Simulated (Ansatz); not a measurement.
AuH6N2, SMILES [NH3]->[Au][NH3+], charge +1, multiplicity 1.

The structure is a stationary point at PBE0-D3(BJ)/def2-SVP. The spin state was assumed, not searched. The def2 effective core potentials stand for the cores of Au; spin–orbit coupling is left out.

Two levels are set side by side: PBE/def2-SVPD (Ansatz, a quantum-chemistry and plane-wave program) and PBE0/def2-SVPD (Ansatz). Energy differences of separate SCF runs at the same geometry; the states with an electron removed or added have multiplicity 2 and 2. Differences are taken from unrounded values.

| quantity | PBE0 | PBE | PBE minus PBE0 |
|---|---|---|---|
| vertical ionisation energy (eV) | 14.87 | 14.93 | 0.06 |
| vertical electron affinity (eV) | 3.23 | 3.50 | 0.27 |
| vertical singlet–triplet gap (eV) | 5.59 | 5.55 | -0.04 |
